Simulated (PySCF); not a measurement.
## GaS₂⁻, singlet: data card

Computed with PySCF, PBE0, basis Ga def2-TZVPD, S def2-TZVPD (no relativity, density fitting).

The structure is a minimum.

```
Point group                                                                   : D∞h
Bond lengths                                                                  : Ga–S 2.067 Å (×2)
Bond angles                                                                   : S–Ga–S 180.0°
Rotational constants                                                          : 0.06171 cm⁻¹
Heat capacity Cp at 298.15 K                                                  : 55.5 J/(mol K)
Principal polarisabilities                                                    : 77.7, 77.7, 137.5 bohr³
Rotational symmetry number                                                    : 2
Enthalpy at 298.15 K above 0 K                                                : 13.36 kJ/mol
Dipole moment about the centre of mass                                        : 0.00 D
Highest occupied level                                                        : -2.07 eV
Principal quadrupole moments (Buckingham, traceless) about the centre of mass : -24.82, 12.41, 12.41 D Å
Zero-point energy                                                             : 7.7 kJ/mol
Entropy at 298.15 K and 1 bar                                                 : 269.3 J/(mol K)
Lowest empty level                                                            : 2.80 eV
```

Harmonic modes (masses in u: Ga 68.926, S 31.972):
```
symmetry  ω (cm⁻¹)  IR (km/mol, summed over degenerate members)  μ (u)     type
      πu       138                                         31.4  43.09     bend
     σg+       427                                          0.0  31.97  stretch
     σu+       582                                          170  43.09  stretch
```

In D∞h the vibrations span πu + σg+ + σu+. The σg+ mode carries no infrared intensity, as symmetry demands. With a centre of inversion only u modes can be infrared active and only g modes Raman active.

Charges (e); Mulliken and Löwdin values are unreliable with diffuse functions:
```tsv
atom	Mulliken	Löwdin	polar tensor	Mayer order to Ga1
Ga1	0.39	-0.53	0.77	–
S2,3	-0.69	-0.24	-0.89	1.68
```

Mulliken populations on Ga1: s 6.92, p 13.41, d 10.22, f 0.06.

Outer orbital energies (eV). occupied: -13.65, -13.55, -6.05, -3.78, -2.90, -2.90, -2.07, -2.07; empty: 2.80, 3.71, 3.98, 3.98.

Counting electrons, gallium keeps none of its valence electrons outside its bonds, so the VSEPR class is AX2 and the expected shape is linear (D∞h), as computed.

Only a few start shapes were tried, so a lower isomer may exist. The lowest empty level of this anion is unbound, so it and the gap depend on the basis.

The final relaxation and frequency run took of the order of 2 core-minutes on a shared host.
